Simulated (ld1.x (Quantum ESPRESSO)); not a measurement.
Scattering properties, ultrasoft potential for Zr

| Quantity | Value |
| --- | --- |
| Element | zirconium |
| Generator | ld1.x (Quantum ESPRESSO) 7.5 |
| Type | ultrasoft |
| Functional | PBE |
| Relativity | fully relativistic |
| Frozen core | [Ar] 3d10 |
| Valence charge | 12 |
| Reference configuration | 4s2 4p6 4d2 5s2 5p0 |
| Partial waves | 4s (bound): rcut 1.70, rcutus 2.05 bohr; 5s (bound): rcut 1.70, rcutus 2.05 bohr; 4p (bound): rcut 1.80, rcutus 1.95 bohr; 5p (bound, empty): rcut 1.80, rcutus 1.95 bohr; 4d (bound): rcut 2.00, rcutus 2.35 bohr; 4d channel at 0.25 Ry: rcut 2.00, rcutus 2.35 bohr |
| Local potential | all-electron potential smoothed inside 1.70 bohr (lloc = -1) |
| Core correction | none |
| Augmentation charge | PSQ, inside the norm-conserving radii |

Open shells are filled in proportion to 2j + 1 (rel_dist='average').

The phase is arctan(r·u′/u) with u = r·R(r), unwrapped; energies in Ry, scanned from -6 to 5 Ry. A pole is an energy at which the radial function vanishes at the test radius. The pseudo phase is shifted by a multiple of π to meet the all-electron one at the reference energy, and phase errors are pseudo minus all-electron; the curves can meet again beyond the range given. Levels narrower than the energy grid can be missing from the lists of poles.

```json
{"channel": "s", "radius (bohr)": "2.53", "reference energy (Ry)": "-0.33", "poles, all-electron": "-3.90, 3.69", "poles, pseudo": "-3.90, 3.72", "unbroken range about the reference energy with phases within 0.05 rad": "the whole range", "phase error 1 Ry above the reference energy (rad)": "+0.001"}
{"channel": "p1/2", "radius (bohr)": "2.53", "reference energy (Ry)": "-0.11", "poles, all-electron": "-2.27, 4.89", "poles, pseudo": "-2.27", "unbroken range about the reference energy with phases within 0.05 rad": "the whole range", "phase error 1 Ry above the reference energy (rad)": "+0.002"}
{"channel": "p3/2", "radius (bohr)": "2.53", "reference energy (Ry)": "-0.11", "poles, all-electron": "-2.11", "poles, pseudo": "-2.11", "unbroken range about the reference energy with phases within 0.05 rad": "the whole range", "phase error 1 Ry above the reference energy (rad)": "+0.001"}
{"channel": "d3/2", "radius (bohr)": "2.53", "reference energy (Ry)": "-0.27", "poles, all-electron": "0.56", "poles, pseudo": "0.56", "unbroken range about the reference energy with phases within 0.05 rad": "below 3.0", "phase error 1 Ry above the reference energy (rad)": "-0.000"}
{"channel": "d5/2", "radius (bohr)": "2.53", "reference energy (Ry)": "-0.26", "poles, all-electron": "0.58", "poles, pseudo": "0.58", "unbroken range about the reference energy with phases within 0.05 rad": "below 3.0", "phase error 1 Ry above the reference energy (rad)": "-0.000"}
```

Phases in the d3/2 channel:

```json
{"E (Ry)": "-6.00", "all-electron": "1.406", "pseudo": "1.406"}
{"E (Ry)": "-5.74", "all-electron": "1.402", "pseudo": "1.402"}
{"E (Ry)": "-5.48", "all-electron": "1.398", "pseudo": "1.397"}
{"E (Ry)": "-5.22", "all-electron": "1.393", "pseudo": "1.393"}
{"E (Ry)": "-4.96", "all-electron": "1.388", "pseudo": "1.388"}
{"E (Ry)": "-4.70", "all-electron": "1.383", "pseudo": "1.382"}
{"E (Ry)": "-4.44", "all-electron": "1.377", "pseudo": "1.376"}
{"E (Ry)": "-4.18", "all-electron": "1.370", "pseudo": "1.370"}
{"E (Ry)": "-3.92", "all-electron": "1.362", "pseudo": "1.362"}
{"E (Ry)": "-3.66", "all-electron": "1.354", "pseudo": "1.354"}
{"E (Ry)": "-3.40", "all-electron": "1.345", "pseudo": "1.344"}
{"E (Ry)": "-3.14", "all-electron": "1.334", "pseudo": "1.333"}
{"E (Ry)": "-2.88", "all-electron": "1.321", "pseudo": "1.321"}
{"E (Ry)": "-2.62", "all-electron": "1.306", "pseudo": "1.305"}
{"E (Ry)": "-2.36", "all-electron": "1.287", "pseudo": "1.287"}
{"E (Ry)": "-2.10", "all-electron": "1.264", "pseudo": "1.263"}
{"E (Ry)": "-1.84", "all-electron": "1.233", "pseudo": "1.233"}
{"E (Ry)": "-1.58", "all-electron": "1.191", "pseudo": "1.190"}
{"E (Ry)": "-1.32", "all-electron": "1.127", "pseudo": "1.127"}
{"E (Ry)": "-1.06", "all-electron": "1.022", "pseudo": "1.021"}
{"E (Ry)": "-0.80", "all-electron": "0.807", "pseudo": "0.807"}
{"E (Ry)": "-0.54", "all-electron": "0.251", "pseudo": "0.251"}
{"E (Ry)": "-0.28", "all-electron": "-0.736", "pseudo": "-0.736"}
{"E (Ry)": "-0.02", "all-electron": "-1.243", "pseudo": "-1.243"}
{"E (Ry)": "0.24", "all-electron": "-1.446", "pseudo": "-1.446"}
{"E (Ry)": "0.50", "all-electron": "-1.554", "pseudo": "-1.554"}
{"E (Ry)": "0.76", "all-electron": "-1.624", "pseudo": "-1.624"}
{"E (Ry)": "1.02", "all-electron": "-1.678", "pseudo": "-1.678"}
{"E (Ry)": "1.28", "all-electron": "-1.725", "pseudo": "-1.725"}
{"E (Ry)": "1.54", "all-electron": "-1.771", "pseudo": "-1.772"}
{"E (Ry)": "1.80", "all-electron": "-1.821", "pseudo": "-1.822"}
{"E (Ry)": "2.06", "all-electron": "-1.880", "pseudo": "-1.882"}
{"E (Ry)": "2.32", "all-electron": "-1.955", "pseudo": "-1.960"}
{"E (Ry)": "2.58", "all-electron": "-2.061", "pseudo": "-2.072"}
{"E (Ry)": "2.84", "all-electron": "-2.225", "pseudo": "-2.250"}
{"E (Ry)": "3.10", "all-electron": "-2.503", "pseudo": "-2.564"}
{"E (Ry)": "3.36", "all-electron": "-2.974", "pseudo": "-3.095"}
{"E (Ry)": "3.62", "all-electron": "-3.546", "pseudo": "-3.679"}
{"E (Ry)": "3.88", "all-electron": "-3.959", "pseudo": "-4.056"}
{"E (Ry)": "4.14", "all-electron": "-4.196", "pseudo": "-4.264"}
{"E (Ry)": "4.40", "all-electron": "-4.336", "pseudo": "-4.389"}
{"E (Ry)": "4.66", "all-electron": "-4.427", "pseudo": "-4.470"}
{"E (Ry)": "4.92", "all-electron": "-4.490", "pseudo": "-4.528"}
```
